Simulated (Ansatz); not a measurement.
`[NH2][Cd][Cl]` + `[CH3][GeH2][CH2]Br` → `[Cl][Cd][Br]` + `[CH3][GeH2][CH2]N`  (redistribution)

Gas-phase electronic energies from Ansatz, PBE0-D4/def2-TZVP geometries. CBS: MP2 limit from def2 TZ/QZ plus the TZ coupled-cluster correction, frozen cores. DFT in def2-TZVPP. B3LYP here is the variant with VWN-RPA as its local correlation; programs differ in this. Elements past krypton have def2 core potentials. For Br, Cd, Ge outer-core shells are correlated without core-valence functions, which leaves a few kJ/mol of doubt a bond. Scalar relativity is left out up to krypton. Each species was taken in one conformer, which may not be the lowest.

| level | ΔE (kcal/mol) | difference from CCSD(T)/CBS |
| --- | --- | --- |
| PBE-D4 | -25.4 | 2.1 |
| r2SCAN-D4 | -27.1 | 0.4 |
| PBE0-D4 | -28.9 | -1.4 |
| B3LYP-D4 | -27.5 | 0.0 |
| ωB97M-V | -28.6 | -1.1 |
| B2PLYP | -26.9 | 0.6 |
| r2SCAN | -27.2 | 0.3 |
| PBE0 | -29.2 | -1.7 |
| B3LYP | -28.2 | -0.7 |
| SCS-MP2/def2-TZVPP | -24.9 | 2.6 |
| CCSD/def2-TZVPP | -27.3 | 0.2 |
| HF/def2-QZVPP | -37.5 | -10.0 |
| SCS-MP2/def2-QZVPP | -25.8 | 1.7 |
| HF/CBS(def2) | -37.5 | -10.0 |
| MP2/CBS(def2) | -25.7 | 1.8 |
| CCSD/CBS(def2) | -29.2 | -1.7 |
| CCSD(T)/CBS | -27.5 | 0 |

Largest T1 diagnostic among the species: 0.014.

In def2-TZVPP, CCSD(T) changes the Hartree–Fock value by +12.1 kcal/mol (the triples alone add +1.7 kcal/mol) and MP2 by +13.8 kcal/mol. From PBE to PBE0 (25 % exact exchange), in def2-TZVPP and without D4, ΔE moves by −3.5 kcal/mol.
